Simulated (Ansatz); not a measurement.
A search over several starts for the lowest SCF solution of YCl₃⁻ at the given spin, in a small basis.

```yaml
crystal:
  periodic: [false, false, false]
  atoms:
    - {symbol: Y, position_ang: [0.000018, 0.000006, 0.002649]}
    - {symbol: Cl, position_ang: [2.444147, -0.025925, 0.023808]}
    - {symbol: Cl, position_ang: [-1.199621, 2.129673, -0.014841]}
    - {symbol: Cl, position_ang: [-1.244553, -2.103744, -0.011616]}
basis:
  gaussian: {orbitals: def2-SVP}
total_charge: -1
magnetization: {spin_polarized: true, initial_magnetization: 1}
hamiltonian: {xc: pbe0, dispersion: d4}
output: {orbitals: {seedname: orbitals}}
```

```sh
$ ansatz run in.yaml --threads 4 --pin off --events-out ev --progress --plain --max-ram 3916MiB
```

It prints (some lines left out):

```
Functional definition: PBE0
789 factors; integrals over basis functions are off by at most 7.4e-4 eV
mean field evaluation 1: about -38594.9937 eV, gradient 3.2e0 eV
mean field evaluation 2: about -38595.1372 eV, gradient 2.2e0 eV
mean field evaluation 4: about -38595.1714 eV, gradient 3.7e-1 eV
mean field evaluation 8: about -38595.2311 eV, gradient 2.3e-2 eV
mean field -38595.23115304 eV, -1418.3485840871 hartree, gradient 5.6e-5 eV, S^2 0.751347; 0 other end points of the search recorded, 0 dependent functions left out
reference -38595.23120082 eV, -1418.3485858428 hartree; 32, 31 occupied and 53, 54 virtual orbitals, 789 factors
Total energy: -38595.34157267 eV, -1418.3526419335 hartree
```

It took 2.5 s on 4 threads of Arm Neoverse V1 on a shared host.

In the def2 sets Y takes a core potential; there is no spin–orbit coupling. The highest occupied level of the charge -1 doublet lies above zero (up to 0.25 eV). By energy differences its removal costs 1.50 eV (vertical, to the charge 0 singlet, at PBE0-D4/def2-TZVPD).
